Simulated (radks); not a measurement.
The numbers below are computed, except where a source is named.
Species: Hg IV. Configuration: [Xe] 4f14 5d9. Level of theory: Dirac Kohn-Sham, PBE, spin-unpolarised, spherical densities, finite nucleus; open shells fill j = l - 1/2 first; Fermi nuclear charge, rms radius 5.4648 fm (a radial shooting solver on a logarithmic mesh with Libxc functionals).

Unscreened Slater integrals over Kohn-Sham orbitals (eV). Large and small components are both included.

integral,value
"F0(5d5/2,5d5/2)",17.486
"F2(5d5/2,5d5/2)",9.1317
"F4(5d5/2,5d5/2)",6.0747
"F0(5d5/2,5d3/2)",17.764
"F2(5d5/2,5d3/2)",9.2705
"G2(5d5/2,5d3/2)",9.2572
"G4(5d5/2,5d3/2)",6.1615
"F0(5d5/2,5p3/2)",19.658
"F2(5d5/2,5p3/2)",9.8877
"G1(5d5/2,5p3/2)",12.061
"G3(5d5/2,5p3/2)",7.4837
"F0(5d5/2,5p1/2)",20.221
"G3(5d5/2,5p1/2)",6.8522
"F0(5d3/2,5d3/2)",18.058
"F2(5d3/2,5d3/2)",9.4333
"F0(5d3/2,5p3/2)",20.074
"F2(5d3/2,5p3/2)",10.228
"G1(5d3/2,5p3/2)",12.668
"G3(5d3/2,5p3/2)",7.8624
"F0(5d3/2,5p1/2)",20.685
"G1(5d3/2,5p1/2)",11.764
"F0(5p3/2,5p3/2)",23.048
"F2(5p3/2,5p3/2)",12.428
"F0(5p3/2,5p1/2)",24.053
"G2(5p3/2,5p1/2)",12.601
"F0(5p1/2,5p1/2)",25.258
